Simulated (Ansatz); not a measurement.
Stepwise reaction of `FB(Br)Br` with ammonia, as a gas-phase model of exchange steps in deposition or etching. ΔE in kJ/mol; ΔG adds harmonic PBE0-D4 terms to CCSD(T)/CBS, at 1 bar.

Computed with Ansatz on PBE0-D4/def2-TZVP structures; ΔE is electronic, products minus reactants. CBS: MP2 limit from def2 TZ/QZ plus the TZ coupled-cluster correction, frozen cores. This one scheme is used for every species. DFT in def2-TZVPP. B3LYP here is the variant with VWN-RPA as its local correlation; programs differ in this. For Br outer-core shells are correlated without core-valence functions, which leaves a few kJ/mol of doubt a bond. Scalar relativity is left out up to krypton. One conformer a species, not always the lowest.

```tsv
step	reaction	PBE-D4	B3LYP-D4	ωB97M-V	CCSD(T)/CBS	ΔG(400 K)
2	`NB(F)Br` + NH₃ → `NB(N)F` + HBr	-9.1	-16.4	-14.7	-11.5	-16.0
```

(1) Give the row of step 1, `FB(Br)Br` + NH₃ → `NB(F)Br` + HBr. (Best estimate.)

(2) By hand: ΔE of the 2 steps together at CCSD(T)/CBS.

Answers

(1) Ansatz gave: 
```json
{"step": "1", "reaction": "`FB(Br)Br` + NH₃ → `NB(F)Br` + HBr", "PBE-D4": "-50.9", "B3LYP-D4": "-59.6", "ωB97M-V": "-59.1", "CCSD(T)/CBS": "-52.7", "ΔG(400 K)": "-56.4"}
```

(2) (-52.7) + (-11.5) = -64.2 kJ/mol, or -32.1 kJ/mol a step.

In ΔE each step is higher than the one before. All are downhill at CCSD(T)/CBS. ΔG lies between -56.4 and -16.0 kJ/mol a step. PBE-D4 differs from CCSD(T)/CBS by 1.8 to 2.4 kJ/mol a step. Isolated molecules leave out the surface, adducts and barriers. Largest T1 diagnostic: 0.010.
